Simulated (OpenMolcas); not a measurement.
**N: from CASSCF to CASPT2**

```yaml
Program: OpenMolcas
Basis: ANO-RCC-VQZP [5s4p3d2f1g]
Scalar_Hamiltonian: DKH2, point nucleus
Active_space: 3 electrons in 3 orbitals (2p)
State_averaging: 2S+1 = 4 odd, 1 root; 2S+1 = 2 odd, 8 roots
Spin-orbit_coupling: state interaction with AMFI integrals over the reference wave functions, term energies averaged over their components
```

Methods on the same reference wave functions:
A. CASSCF
B. SS-CASPT2, IPEA 0.25 Eh, imaginary shift 0.1 Eh (closed shells correlated: 1s 2s)

Energies in cm-1 above 2s2 2p3 4S* 3/2, the measured ground level; measured values from NIST Handbook of Basic Atomic Spectroscopic Data.

| Level | A | B | Measured |
| --- | --- | --- | --- |
| 2s2 2p3 4S* 3/2 | 0.0 | 0.0 | 0.0 |
| 2s2 2p3 2D* 3/2 | 23011 | 19210 | 19233 |
| 2s2 2p3 2D* 5/2 | 23011 | 19220 | 19224 |
| 2s2 2p3 2P* 1/2 | 37994 | 30650 | 28839 |
| 2s2 2p3 2P* 3/2 | 37994 | 30650 | 28839 |

Deviations, from unrounded energies. A percentage is the sum of absolute deviations over the sum of measured energies, with the sign that they share, or ± where signs differ.

```tsv
Against measurement	Levels	A	B
mean absolute deviation (cm-1)	4	6500	910
other terms of the ground configuration (%)	4	+26.9	±3.8
```

B lies closest to measurement on these levels. The largest miss of B in the table is 2s2 2p3 2P* 3/2, by +1800 cm-1. The ranking rests on the paired levels alone, and a cruder setting can come out closer through cancelling errors.

From A to B the spin-free energies of the other terms of 2s2 2p3 shown, above 4S*, scale by factors of 0.81 to 0.84.

The lowest spin-free term lies below A's lowest term by 0.128 hartree in B.

CASPT2 breaks the degeneracy within a term, and the mean is taken; among the terms shown or strongly mixed into the levels shown the widest spread is 160 cm-1 (2s2 2p3 2D*, B). With the s shell closed, the reference lacks s² → p² mixing. Without dynamic correlation excited terms often stand tens of per cent too high (terms of higher spin than the ground term too low), and those without a measured partner can miss by more than the paired ones (holds for A). Measured partners are found by configuration, term and J. A level has none where our copy of the source lacks it or the pairing is in doubt (some pairs that miss far off the trend of their configuration count as doubtful), and it then counts in no deviation. Only configurations of the active space appear.

* marks odd parity.
